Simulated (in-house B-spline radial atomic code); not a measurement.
**Ionising Ne6+ with different functionals**

Computed with a radial B-spline atomic code at the basis-set limit: scalar-relativistic (spin-free X2C) Hamiltonian, Fermi nucleus of rms radius 3.0055 fm, spin-polarised at highest spin, spherical fractional occupations for the functionals, and exact exchange of hybrids averaged over the configuration. The ionisation energy is the difference of two self-consistent energies, [He] 2s2 → [He] 2s1, without Breit or QED terms; ε is the level of the shell that loses the electron (its least bound occupied spin orbital).

```
   method                    rung  ΔSCF (eV)  -ε(2s) (eV)
     PBE0           global hybrid     205.48       195.66
    B3LYP           global hybrid     205.63       195.15
    TPSSh           global hybrid     205.56       194.26
BHandHLYP           global hybrid     205.32       198.81
  r2SCAN0           global hybrid     204.72       196.09
    B97-1           global hybrid     205.79       195.21
    HSE06  range-separated hybrid     205.48       195.22
    wB97X  range-separated hybrid     204.06       198.14
CAM-B3LYP  range-separated hybrid     205.51       197.11
  LC-wPBE  range-separated hybrid     205.73       198.26
```

Among the functionals, which spreads more, the ΔSCF values or the orbital energies?

The orbital energies: ΔSCF values span about 1.72 eV and the orbital energies 4.55 eV.

How do they compare with the NIST value?

NIST lists 207.27 eV ± 0.012 (measured, ground level to ground level). Errors run from -3.21 to -1.48 eV; B97-1 is closest (-1.48 eV), but part of that can be cancellation, since the calculations leave out Breit-QED terms, the near-degeneracy of s² and p².
